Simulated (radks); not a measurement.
The numbers below are computed, except where a source is named.
Coulomb parameter of the 4f shell of the ytterbium ion Yb+ in the model configuration [Xe] 4f12.5 6s1 6p1.5, as a second difference U = [E(n + 0.5) + E(n - 0.5) - 2 E(n)] / (0.5)^2 with all orbitals relaxed. "Bare": the charge of the atom changes with n. "Screened": the 6p shell takes up the change at fixed total charge, which measures U(4f,4f) + U(6p,6p) - 2 U(4f,6p). Level of theory: scalar-relativistic Kohn-Sham, SCAN, spin-unpolarised, spherical densities, finite nucleus; meta-GGA in the generalised Kohn-Sham scheme; Fermi nuclear charge, rms radius 5.3108 fm (a radial shooting solver on a logarithmic mesh with Libxc functionals). Estimate both.

Answer. U(bare) = 18.206 eV, U(screened by 6p) = 10.237 eV, against the Slater integral F0(4f,4f) = 35.405 eV with frozen orbitals.
